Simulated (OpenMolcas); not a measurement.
Ru5+: moving or changing the point charges

Ru5+ among 4 point charges of -1 e arranged as a tetrahedron (Td), 1.9 Å from the ion.
```
   1.0970    1.0970    1.0970  -1.00
   1.0970   -1.0970   -1.0970  -1.00
  -1.0970    1.0970   -1.0970  -1.00
  -1.0970   -1.0970    1.0970  -1.00
```

```json
{
  "Program": "OpenMolcas",
  "Method": "SS-CASPT2, IPEA 0.25 Eh, imaginary shift 0.1 Eh (closed shells correlated: 4s 4p)",
  "Basis": "ANO-RCC-VDZP [6s5p3d1f]",
  "Scalar Hamiltonian": "DKH2, point nucleus",
  "Active space": "3 electrons in 5 orbitals (4d)",
  "State averaging": "2S+1 = 4 even, 10 roots; 2S+1 = 2 even, 40 roots",
  "Spin-orbit coupling": "RASSI with atomic mean-field integrals over the reference wave functions"
}
```

Runs around this geometry, states (labels of Td). Energies in cm-1 above the lowest state or level, χT in cm3 K/mol; under a threefold ground state the first gap can be a small split of the lowest multiplet, not the spin-orbit step.

```csv
R (Å),q (e),Ground state,First state of that spin,First gap with spin-orbit (degeneracies),χT at 300 K,First state of another spin
1.9,-0.8,4T1,4T2 940,"1170 (4, 2)",0.182,2T2 14840
1.81,-1,4T1,4T2 1910,"1010 (4, 2)",0.208,2E 15010
1.9,-1,4T1,4T2 1410,"1090 (4, 2)",0.194,2E 15040
2.03,-1,4T1,4T2 970,"1170 (4, 2)",0.182,2T2 14980
```

Scaling the charges by -0.8 / -1 = 0.80 scales the first state of the same spin by 940 / 1410 = 0.67; with fixed orbitals a first-order splitting would follow the charge.

Roots that are degenerate in the reference are averaged as groups; the widest CASPT2 spread within a group is 440 cm-1 (the 3-fold group of multiplicity 4 near 970 cm-1 above the lowest state of its run, R = 2.03, q = -1). Shifts and gaps below about the spread of the groups concerned are not significant. Point charges give a weaker field than real ligands, and real ions of this kind are as a rule low spin; the high spin found here belongs to the model. The ground term spreads over less than 5000 cm-1, several times less than with real ligands, so orbital moments are less quenched and χT lies further from the spin-only value than at real sites. Free-ion shares, where given, are those of the reference states; single-state CASPT2 does not remix them. Spin-orbit coupling mixes the spin-free states strongly: the lowest level takes only 64 % from its leading state, 4T1 (figures for R = 1.9, q = -0.8; the like holds for R = 1.9, q = -1, R = 2.03, q = -1). An orbital triplet at a regular site is open to Jahn-Teller coupling, which can distort the site and quench the lowest spin-orbit gaps and is left out (holds for R = 1.81, q = -1). Point charges carry no covalency, so the field is a model and not that of real ligands. No measured value stands beside these numbers.
